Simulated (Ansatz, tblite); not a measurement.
Cost and result up the ladder for B2(Cl)4 (B2Cl4) (6 atoms). Total charge 0; singlet. Geometry: PBE0-D4/def2-SVP.

```xyz
6

B    -0.783    0.229    0.225
Cl   -1.935    0.735   -0.988
Cl   -1.263    0.205    1.905
B     0.784   -0.230   -0.224
Cl    1.099   -1.856   -0.782
Cl    2.099    0.917   -0.137
```

Ansatz on 2 threads of AMD EPYC 7R13 on a shared host; xTB runs through tblite on one thread. Times are rough, summed over both states, and most runs start from the orbitals of an earlier one. ωB97X-V/def2-TZVP serves as the yardstick here, not as an exact answer. The other state is a doublet.

The xTB rows come from tblite.

Raw xTB energies of ions are shifted by several eV.

```tsv
level	functions	vertical IE (eV)	difference from ωB97X-V/def2-TZVP (eV)
PBE-D4/def2-TZVP	210	9.91	-0.91
PBE0-D4/def2-TZVP (with forces)	210	10.43	-0.39
GFN2-xTB	44	13.90	3.08
GFN1-xTB	44	14.36	3.55
ωB97X-V/def2-TZVP	210	10.81	0.00
```

Question: Estimate how long each takes.

Answer: GFN1-xTB 0.012 s; GFN2-xTB 0.021 s; PBE-D4/def2-TZVP 10 s; PBE0-D4/def2-TZVP (with forces) 22 s; ωB97X-V/def2-TZVP 42 s. On shared hardware such times vary by a factor of up to 3.
